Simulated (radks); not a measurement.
The numbers below are computed, except where a source is named.
Correlation energies from several functionals, in hartree. Species: I2+ [Kr] 4d10 5s2 5p3; Te4+ [Kr] 4d10 5s2. Code: a radial shooting solver on a logarithmic mesh with Libxc functionals. Model: non-relativistic Kohn-Sham, r2SCAN, spin-polarised, spherical densities, point nucleus; meta-GGA in the generalised Kohn-Sham scheme. Every spin shell is full or empty, so the densities are truly spherical. Functionals are evaluated on that one density, not self-consistently.

functional      I2+     Te4+
PW92        -4.9533  -4.7785
PZ          -4.9500  -4.7777
Wigner      -2.6704  -2.5932
PBE         -2.7634  -2.6464
PBEsol      -3.1257  -2.9930
LYP         -2.6045  -2.5128
P86         -3.1342  -3.0016
PW91        -2.9886  -2.8657
AM05        -4.6216  -4.4561
OP (B88)    -2.5259  -2.4457
TPSS        -2.7641  -2.6492
SCAN        -2.7559  -2.6380
r2SCAN      -2.7729  -2.6529
Tao-Mo      -2.6711  -2.5607
